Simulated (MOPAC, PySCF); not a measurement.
H₄O₂Sn, SMILES `[SnH2]([OH])[OH]` (H–O–Sn–O torsion -108°, O–Sn–O–H torsion 29°), neutral singlet in the gas phase. 

Z-matrix (Å, degrees):
```
Sn
O 1 1.9653
H 2 0.9638 1 111.60
O 1 1.9708 2 105.50 3 29.25
H 4 0.9630 1 112.55 2 -108.49
H 1 1.6952 2 105.35 3 143.95
H 1 1.7109 6 118.02 2 -123.51
```
Charge 0, multiplicity 1.

All levels are single points at this geometry (r2SCAN-D4/def2-TZVP); Pople sets use spherical d functions. Orbital energies aren't observables, and empty levels follow the basis.

```json
[
 {"level": "r2SCAN-D4/def2-TZVP in PySCF", "HOMO (eV)": "-7.09", "LUMO (eV)": "-0.98", "gap (eV)": "6.11", "dipole (D)": "2.24", "vertical IE, Delta-SCF (eV)": "–"},
 {"level": "B3LYP/LANL2DZ in PySCF", "HOMO (eV)": "-7.94", "LUMO (eV)": "-0.52", "gap (eV)": "7.42", "dipole (D)": "3.12", "vertical IE, Delta-SCF (eV)": "–"},
 {"level": "BP86/6-31G* (LANL2DZ on Sn) in PySCF", "HOMO (eV)": "-6.41", "LUMO (eV)": "-0.88", "gap (eV)": "5.53", "dipole (D)": "2.38", "vertical IE, Delta-SCF (eV)": "–"},
 {"level": "PBE/6-31G* (LANL2DZ on Sn) in PySCF", "HOMO (eV)": "-6.28", "LUMO (eV)": "-0.84", "gap (eV)": "5.44", "dipole (D)": "2.36", "vertical IE, Delta-SCF (eV)": "–"},
 {"level": "SVWN5/6-31G* (LANL2DZ on Sn) in PySCF", "HOMO (eV)": "-6.39", "LUMO (eV)": "-0.96", "gap (eV)": "5.43", "dipole (D)": "2.46", "vertical IE, Delta-SCF (eV)": "9.98"},
 {"level": "HF/6-31G* (LANL2DZ on Sn) in PySCF", "HOMO (eV)": "-12.20", "LUMO (eV)": "2.93", "gap (eV)": "15.13", "dipole (D)": "2.88", "vertical IE, Delta-SCF (eV)": "–"},
 {"level": "AM1 in MOPAC", "HOMO (eV)": "-9.99", "LUMO (eV)": "-0.06", "gap (eV)": "9.94", "dipole (D)": "2.93", "vertical IE, Delta-SCF (eV)": "–"},
 {"level": "PM6 in MOPAC", "HOMO (eV)": "-10.74", "LUMO (eV)": "0.56", "gap (eV)": "11.30", "dipole (D)": "3.47", "vertical IE, Delta-SCF (eV)": "–"},
 {"level": "PM7 in MOPAC", "HOMO (eV)": "-10.74", "LUMO (eV)": "1.97", "gap (eV)": "12.71", "dipole (D)": "3.65", "vertical IE, Delta-SCF (eV)": "–"}
]
```
